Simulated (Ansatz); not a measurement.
Species: C3H6O2, charge 0, multiplicity 1. SMILES: CCOC=O
Geometry from a B3LYP-D3(BJ)/def2-TZVP (Ansatz, an electronic-structure program) optimisation:
```xyz
11

C     -2.1634     0.3523    -0.1675
C     -0.8389    -0.2557     0.2267
O      0.2076     0.5270    -0.4008
C      1.4624     0.1343    -0.1637
O      1.7944    -0.7977     0.5146
H     -2.2955     0.3318    -1.2497
H     -2.9771    -0.2138     0.2889
H     -2.2335     1.3870     0.1698
H     -0.6824    -0.2386     1.3060
H     -0.7441    -1.2895    -0.1078
H      2.1555     0.8036    -0.6915
```

Wanted: atomisation energy (electronic, to ground-state atoms), in kcal/mol. Valence correlation only, unless marked. Open shells are spin-unrestricted. No spin-orbit coupling. Non-relativistic. The coupled-cluster limit lacks core correlation, which all-electron functionals hold. CBS marks a two-point X^-3 extrapolation of the correlation energy; Hartree-Fock from the larger set. [CCSD(T)-MP2]/basis is that difference in the basis named.

| level | program | atomisation energy (kcal/mol) |
|---|---|---|
| HF/cc-pVDZ | Ansatz | 758.7 |
| r2SCAN-D3(BJ)/def2-TZVPD | Ansatz + dftd3 | 1086.7 |

What does RI-MP2/CBS(aug-cc-pVTZ,aug-cc-pVQZ)+[CCSD(T)-MP2]/aug-cc-pVTZ (Ansatz) give?

1082.7 kcal/mol
